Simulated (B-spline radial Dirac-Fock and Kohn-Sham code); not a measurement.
# Auger decay of the 2p3/2 hole in Pt⁺

System: the Pt⁺ ion, [Xe] 4f14 5d9, inside a Watson sphere of charge -1 and radius 2.4 Å (a model of the Madelung potential; inside it an electron's potential energy is raised by 6.0 eV).

Level of theory: one-electron (LDA, Dirac) transition rates at Dirac-Fock energies; a B-spline atomic structure program. Kinetic energies are configuration averages from the vacuum level; the two-hole energies are estimated from single-hole states.

| transition | kinetic energy (eV) | width (meV) | share (%) |
| --- | --- | --- | --- |
| L3-M1M3 | 5545.6 | 113 | 3.0 |
| L3-M2M3 | 5808.4 | 193 | 5.1 |
| L3-M3M3 | 6189.7 | 238 | 6.3 |
| L3-M2M5 | – | 98.0 | 2.6 |
| L3-M3M4 | 6633.2 | 265 | 7.0 |
| L3-M3M5 | – | 367 | 9.7 |
| L3-M4M4 | 7073.7 | 39.5 | 1.0 |
| L3-M4M5 | – | 756 | 20.0 |
| L3-M5M5 | – | 487 | 12.9 |
| L3-M2N3 | 7965.6 | 30.5 | 0.8 |
| L3-M3N1 | 8137.4 | 28.0 | 0.7 |
| L3-M3N2 | 8252.9 | 43.1 | 1.1 |
| L3-M3N3 | 8346.9 | 91.0 | 2.4 |
| L3-M3N4 | 8535.9 | 52.4 | 1.4 |
| L3-M3N5 | – | 70.7 | 1.9 |
| L3-M5N2 | – | 19.9 | 0.5 |
| L3-M4N3 | 8793.8 | 38.8 | 1.0 |
| L3-M5N3 | – | 61.2 | 1.6 |
| L3-M4N5 | – | 107 | 2.8 |
| L3-M5N4 | – | 131 | 3.5 |
| L3-M5N5 | – | 158 | 4.2 |
| L3-M5N6 | – | 27.9 | 0.7 |
| L3-M5N7 | – | 24.7 | 0.7 |
| L3-N4N5 | – | 19.2 | 0.5 |

A dash stands for an energy that rests on an unreliable hole state.

The listed channels hold 91 % of the non-radiative rate. Summed by principal shells, of 3.78 eV in all: LMM 68.8 %, LMN 25.7 %, LMO 2.7 %, LNN 2.3 %, LNO 0.5 %.

Values without a named source are computed, but for edge energies of neutral atoms, which are taken from tables.
